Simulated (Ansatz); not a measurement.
`BN` + `N[AsH2]` → `B[AsH]N` + NH₃ at 500 K and 1 bar (ligand exchange at a B–N bond).

Gas-phase electronic energies from Ansatz, PBE0-D4/def2-TZVP geometries. CCSD(T)/CBS is the MP2 limit (def2-TZVPP, def2-QZVPP) plus CCSD(T) − MP2 in def2-TZVPP, frozen cores. This one scheme is used for every species. For As outer-core shells are correlated without core-valence functions, which leaves a few kJ/mol of doubt a bond. Scalar relativity is left out up to krypton. Each species was taken in one conformer, which may not be the lowest.

| species | CCSD(T)/CBS energy (Eh) | H − E (kJ/mol) | S (J/(mol·K)) |
| --- | --- | --- | --- |
| `BN` | -81.93499 | 148.8 | 257.4 |
| `N[AsH2]` | -2292.09958 | 135.7 | 301.1 |
| `B[AsH]N` | -2317.47891 | 179.8 | 354.1 |
| NH₃ | -56.50880 | 108.2 | 211.8 |

H − E and S are ideal-gas, rigid-rotor, harmonic terms from PBE0-D4/def2-TZVP, for one conformer and one mirror image of each species. 1 Eh = 2625.50 kJ/mol, R = 8.31446 J/(mol·K).

Question: By hand: ΔE, ΔH, ΔS and ΔG.

Answer: ΔE = (-2317.47891) + (-56.50880) − (-81.93499) − (-2292.09958) = 0.04686 Eh = 123.0 kJ/mol. Δ(H − E) = 179.8 + 108.2 − 148.8 − 135.7 = 3.5, so ΔH = 126.5 kJ/mol. ΔS = 354.1 + 211.8 − 257.4 − 301.1 = 7.4 J/(mol·K). ΔG = 126.5 − 500 × (7.4)/1000 = 122.8 kJ/mol.

Question: By hand: the equilibrium constant, and the temperature at which ΔG would vanish if ΔH and ΔS stayed fixed.

Answer: log₁₀ K = −ΔG/(RT ln 10) = -12.8. ΔG = 0 at ΔH/ΔS = 17095 K, far beyond where these terms or the molecules hold.

The number of gas molecules stays the same, so ΔS is small and ΔH decides. A doubt of 5 kJ/mol in ΔE shifts log₁₀ K by 0.5 here. Other conformers and mirror images would add mixing entropy, several J/(mol·K) or more a flexible species. These are equilibria of isolated gas molecules and say nothing of rates. Largest T1 diagnostic: 0.014 (customary marks: 0.02 for closed shells, 0.045 for open ones).
